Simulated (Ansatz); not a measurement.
Reaction (hydrogenolysis of the Si–O bond): `CO[Si](C)(N)Br` + H₂ → `C[SiH](N)Br` + CH₃OH

Calculated with Ansatz (gas phase, PBE0-D4/def2-TZVP geometries, no zero-point term in ΔE). CBS: MP2 limit from def2 TZ/QZ plus the TZ coupled-cluster correction, frozen cores. This one scheme is used for every species. Functionals use def2-TZVPP. For Br outer-core shells are correlated without core-valence functions, which leaves a few kJ/mol of doubt a bond. Scalar relativity is left out up to krypton. Each species was taken in one conformer, which may not be the lowest.

CCSD(T)/CBS gives +96.3 kJ/mol.

Question: Another level gave +94.1 kJ/mol. Which?
A. PBE-D4/def2-TZVPP
B. r2SCAN-D4/def2-TZVPP
C. ωB97X-V/def2-TZVPP
D. HF/def2-TZVPP

Answer: C. ωB97X-V 94.1, PBE-D4 87.7, HF/def2-TZVPP 79.9, r2SCAN-D4 98.5 kJ/mol.

Largest T1 diagnostic among the species: 0.009.

The D4 term adds +15.7 kJ/mol with B3LYP and +8.8 kJ/mol with PBE0; it sums over pairs of atoms, weighted by their polarisabilities, and B3LYP, whose exchange is more repulsive, gets the larger term. In def2-TZVPP, CCSD(T) changes the Hartree–Fock value by +15.1 kJ/mol (the triples alone add +3.8 kJ/mol) and MP2 by +22.7 kJ/mol.

B3LYP here is the variant with VWN-RPA as its local correlation; programs differ in this.
